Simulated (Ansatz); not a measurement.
`[SiH3][O][Al]([Cl])[Cl]` + H₂O → `[OH][Al]([Cl])[O][SiH3]` + HCl  (formal hydrolysis of the Al–Cl bond)

Program: Ansatz. Geometries: PBE0-D4/def2-TZVP. ΔE: electronic, gas phase. CBS: MP2 limit from def2 TZ/QZ plus the TZ coupled-cluster correction, frozen cores. This one scheme is used for every species. DFT in def2-TZVPP. B3LYP here is the variant with VWN-RPA as its local correlation; programs differ in this. HSE06 is defined as in plane-wave codes. One conformer a species, not always the lowest.

```csv
level,ΔE (kcal/mol)
revPBE-D4,6.2
r2SCAN0-D4,6.3
HSE06-D4,6.9
ωB97M-V,5.6
B3LYP,4.7
r2SCANh,5.9
SCS-MP2/def2-TZVPP,4.9
CCSD/def2-TZVPP,4.9
```

Q: What does CCSD(T)/CBS give? (An estimate is asked.)

A: The calculation gave: +6.3 kcal/mol. The listed levels differ from it by -0.1, 0.0, 0.6, -0.7, -1.6, -0.4, -1.4, -1.4 kcal/mol.

Largest T1 diagnostic among the species: 0.011.

Leaving LDA and LC-ωPBE aside and taking each functional with its dispersion term where it has one, the values, not all of them listed here, spread over 2.4 kcal/mol, from CAM-B3LYP-D4 to HSE06-D4. LDA lies −1.1 kcal/mol from PBE without D4. From BLYP to BHLYP (50 % exact exchange), in def2-TZVPP and without D4, ΔE moves by +1.2 kcal/mol.
